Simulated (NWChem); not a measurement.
System meant: CH3I2In; SMILES [In]([CH3])([I])[I]

NWChem input:

```
start job
memory heap 200 mb stack 900 mb global 1100 mb
geometry units angstroms noautoz
  In     0.846094    -0.001867     0.003958
  I     -0.615211    -2.248717    -0.003543
  I     -0.609710     2.248547    -0.002983
  C      2.995626    -0.002374     0.003152
  H      3.357093     0.833373     0.617008
  H      3.340557     0.128044    -1.032587
  H      3.360269    -0.959654     0.397863
end
basis spherical
  In library def2-svp
  I library def2-svp
  C library def2-svp
  H library def2-svp
end
ecp
  In library def2-ecp
  I library def2-ecp
end
dft
  xc b3lyp
  iterations 4
  mulliken
end
task dft energy
```

End of the output:

```
    Atom       Charge   Shell Charges
 -----------   ------   -------------------------------------------------------
    1 In  21    20.88   1.39  0.54  0.71  0.40  3.03  2.84  1.00  0.61  9.38  0.97
    2 I   25    25.02   1.25  0.73  1.06  0.78  2.77  3.19  2.50  2.72  9.48  0.54
    3 I   25    25.02   1.25  0.73  1.06  0.78  2.77  3.19  2.50  2.72  9.48  0.54
    4 C    6     6.22   1.96  0.59  0.34  1.83  1.44  0.04
    5 H    1     0.95   0.62  0.26  0.07
    6 H    1     0.95   0.62  0.26  0.07
    7 H    1     0.95   0.63  0.26  0.07

 center of mass
 --------------
 x =  -0.11243317 y =  -0.00014476 z =   0.00033437

 moments of inertia (a.u.)
 ------------------
        4594.426158120804          -0.000000000000           0.000000000000
          -0.000000000000        1144.054157076299          -0.000000000001
           0.000000000000          -0.000000000001        5726.915602833819

     Multipole analysis of the density
     ---------------------------------

     L   x y z        total         alpha         beta         nuclear
     -   - - -        -----         -----         ----         -------
     0   0 0 0     -0.000000    -40.000000    -40.000000     80.000000

     1   1 0 0      1.166539    -11.650373    -11.650373     24.467284
     1   0 1 0      0.002106     -0.014733     -0.014733      0.031572
     1   0 0 1     -0.004679      0.039424      0.039424     -0.083528

     2   2 0 0    -59.916782   -245.237662   -245.237662    430.558543
     2   1 1 0      0.014182     -0.110626     -0.110626      0.235434
     2   1 0 1     -0.030653      0.265922      0.265922     -0.562497
     2   0 2 0    -66.612920   -487.634459   -487.634459    908.655998
     2   0 1 1      0.000386      0.000318      0.000318     -0.000250
     2   0 0 2    -61.084111    -33.409524    -33.409524      5.734937

 ------------------------------------------------------------------------
 dft energy failed                                                                                  0
 ------------------------------------------------------------------------
 ------------------------------------------------------------------------
  current input line :
    27: task dft energy
 ------------------------------------------------------------------------
 ------------------------------------------------------------------------
 This type of error is most commonly associated with calculations not reaching convergence criteria
 ------------------------------------------------------------------------
 For more information see the NWChem manual at https://nwchemgit.github.io

0:dft energy failed:Received an Error in Communication
```

Q: Can this run be used? If not, why, and what is the fix?

A: Convergence was not reached. Cause: the SCF was allowed too few iterations. This input runs:
```
start job
memory heap 200 mb stack 900 mb global 1100 mb
geometry units angstroms noautoz
  In     0.846094    -0.001867     0.003958
  I     -0.615211    -2.248717    -0.003543
  I     -0.609710     2.248547    -0.002983
  C      2.995626    -0.002374     0.003152
  H      3.357093     0.833373     0.617008
  H      3.340557     0.128044    -1.032587
  H      3.360269    -0.959654     0.397863
end
basis spherical
  * library def2-svp
end
ecp
  In library def2-ecp
  I library def2-ecp
end
dft
  xc b3lyp
  iterations 150
  mulliken
end
task dft energy
```
It converges to -825.78001 Ha (B3LYP/def2-SVP with def2 effective core potentials on In, I).
